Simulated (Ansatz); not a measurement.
Species: sum formula H₇Si₃O (charge 0, doublet). It need not be the lowest isomer of its formula. SMILES: O[Si]([SiH3])[SiH3]
Coordinates optimised at B3LYP-D3(BJ)/def2-TZVP (Ansatz, an electronic-structure program):
```xyz
11

O      0.0289     1.8334    -0.7710
Si    -0.1666     0.5499     0.2789
Si     1.9520    -0.3725     0.6552
Si    -1.7973    -0.9788    -0.4489
H     -0.7622     2.2376    -1.1389
H      1.7674    -1.5310     1.5638
H      2.6064    -0.8420    -0.5931
H      2.8407     0.6169     1.3101
H     -3.0855    -0.2659    -0.6479
H     -1.4546    -1.6588    -1.7261
H     -1.9772    -2.0053     0.6061
```
Charge 0, spin multiplicity 2.

Computed values are from Ansatz. Correlated levels leave the core frozen unless marked. Open shells are spin-unrestricted. No spin-orbit coupling. No relativistic terms. CBS marks a two-point X^-3 extrapolation of the correlation energy; Hartree-Fock from the larger set.

Task: What is the T1 diagnostic at CCSD/cc-pV(Q+d)Z?

Result: 0.016.

Task: What is the dipole moment at CCSD(T)/aug-cc-pV(D+d)Z?

Result: 1.13 D.

Task: What is the atomisation energy De at CCSD(T)/CBS(cc-pV(T+d)Z,cc-pV(Q+d)Z)?

Result: 3321.7 kJ/mol.

Task: What is the total energy at CCSD(T)/CBS(cc-pV(T+d)Z,cc-pV(Q+d)Z)?

Result: -946.5873 Eh.
